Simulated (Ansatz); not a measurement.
A run for Ansatz (a program for electronic structure): U-r2SCAN/def2-TZVPPD on FHMg (SMILES [F][MgH]), a point of a bond scan (R = 5.635 Å). Files ending in .json are basis or fitting sets from the Basis Set Exchange.

Ansatz 0.2 input:
```yaml
crystal:
  periodic: [false, false, false]
  atoms:
    - {symbol: Mg, position_ang: [-0.00000000, -0.00000000, -0.64398300]}
    - {symbol: H, position_ang: [-0.00000000, -0.00000000, -2.32551962]}
    - {symbol: F, position_ang: [0.00000000, 0.00000000, 4.99127482]}
basis:
  gaussian:
    orbitals: def2-TZVPPD.json
hamiltonian:
  xc: {name: r2SCAN}
magnetization: {spin_polarized: true, initial_magnetization: 0}
```

It printed:

```
WARN ansatz: RAYON_NUM_THREADS=1 ignored (pool sized by the plan → 1); use --threads N
Functional definition: r2SCAN
integrals: 0.02 GiB planned
564 factors; their error is unknown
mean field: 0.23 GiB planned
mean field evaluation 1: about -8165.1660 eV, gradient 4.0e1 eV
mean field evaluation 2: about -7806.0916 eV, gradient 1.1e2 eV
mean field evaluation 4: about -8165.4665 eV, gradient 4.0e1 eV
mean field evaluation 8: about -8165.4658 eV, gradient 4.0e1 eV
mean field evaluation 16: about -8172.4210 eV, gradient 1.5e-5 eV
mean field evaluation 32: about -8172.9371 eV, gradient 4.0e-4 eV
mean field evaluation 64: about -8171.0082 eV, gradient 1.1e1 eV
mean field evaluation 96: about -8172.8547 eV, gradient 1.5e0 eV
mean field evaluation 128: about -8172.1337 eV, gradient 2.9e0 eV
mean field evaluation 160: about -8170.7802 eV, gradient 1.7e1 eV
mean field -8172.93713893 eV, -300.3499000401 hartree, gradient 9.3e-7 eV, S^2 0.607364; 13 other end points of the search recorded, 0 dependent functions left out
reference -8172.93716795 eV, -300.3499011063 hartree; 11, 11 occupied and 81, 81 virtual orbitals, 564 factors
Total energy: -8172.93716795 eV, -300.3499011063 hartree
```

The calculation finished and met its thresholds. Its determinant has ⟨S²⟩ = 0.61, a mixture of spin states.

Cost: around 30 core-seconds (rough).
